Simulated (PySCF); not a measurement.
SMILES COc1ccc(C#N)cc1 at its GFN2-xTB optimised geometry (Å):

```
17

C     -2.3673    -2.4241     0.0145
O     -0.9611    -2.3420     0.0006
C     -0.3750    -1.1214     0.0000
C     -1.0581     0.0935    -0.0010
C     -0.3543     1.2820    -0.0016
C      1.0388     1.2785    -0.0005
C      1.7512     2.4969     0.0008
N      2.3291     3.4878     0.0034
C      1.7258     0.0606     0.0000
C      1.0248    -1.1214     0.0000
H     -2.5989    -3.4878     0.0182
H     -2.8055    -1.9623    -0.8755
H     -2.7870    -1.9599     0.9123
H     -2.1361     0.1246    -0.0016
H     -0.8853     2.2226    -0.0028
H      2.8055     0.0564     0.0009
H      1.5339    -2.0720     0.0005
```

Calculation: PBE0/def2-SVP (PySCF).

Map of the HOMO amplitude (bohr^(-3/2)) on the plane z = 0.8 Å; orbital energy -6.93 eV, overall sign arbitrary:

```
|444444444444444444444444444|
|444444444444444444444444444|
|444444444444444444334444444|
|444444444444444443333444444|
|444444444444444432112344444|
|444444444444444432002344444|
|444444444444444432113344444|
|444444444444555543233444444|
|444444444445566654444444444|
|444444444445677886544444444|
|444444444445778997554444444|
|444444444334567887554444444|
|444444443222345666654444444|
|444444443211234455554444444|
|444444433210112234444444444|
|444444433321001013444444444|
|444443333432000012344444444|
|444443223455322123344444444|
|444443224588643333444444444|
|444443334689654444444444444|
|444444344567654444444444444|
|444444444555544444444444444|
|444444444444444444444444444|
|444444444444444444444444444|
|444444444444444444444444444|
|444444444444444444444444444|
|444444444444444444444444444|
```
Scale: ten equal steps from -0.088 (start of '0') to 0.105 (end of '9'), in the order '0123456789'; x runs from -5.50 to 5.50, y from -5.50 (bottom) to 5.50 (top).
